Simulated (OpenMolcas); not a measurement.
**W5+: moving or changing the point charges**

W5+ among 3 point charges of -2 e arranged as a planar triangle (D3h), 1.85 Å from the ion.

```
Program             : OpenMolcas 26.06
Method              : CASSCF
Basis               : ANO-RCC-VTZP [8s7p5d3f2g1h]
Scalar Hamiltonian  : DKH2, point nucleus
Active space        : 1 electron in 5 orbitals (5d)
State averaging     : 2S+1 = 2 even, 5 roots
Spin-orbit coupling : RASSI with atomic mean-field integrals over the reference wave functions
```

Runs around this geometry, states (labels of D3, the rotations of D3h). Energies in cm-1 above the lowest state or level, χT in cm3 K/mol.

| R (Å) | q (e) | Ground state | First state of that spin | First gap with spin-orbit (degeneracies) | χT at 300 K |
| --- | --- | --- | --- | --- | --- |
| 1.85 | -1.6 | 2A1 | 2E 3849 | 7649 (2, 2) | 0.134 |
| 1.7 | -2 | 2A1 | 2E 7979 | 9805 (2, 2) | 0.105 |
| 1.85 | -2 | 2A1 | 2E 5888 | 8920 (2, 2) | 0.109 |
| 2.02 | -2 | 2A1 | 2E 4342 | 7914 (2, 2) | 0.128 |

Taking the first state of the same spin as R^-n, n = -ln(4342 / 7979) / ln(2.02 / 1.7) = 3.5 between the shortest and longest distance.

Scaling the charges by -1.6 / -2 = 0.80 scales the first state of the same spin by 3849 / 5888 = 0.65; with fixed orbitals a first-order splitting would follow the charge.

Spin-orbit coupling mixes the spin-free states strongly: the lowest level takes only 63 % from its leading state, 2A1 (figures for R = 1.85, q = -1.6; the like holds for R = 2.02, q = -2). This is an electrostatic model: the charges have no orbitals. No measured value stands beside these numbers.
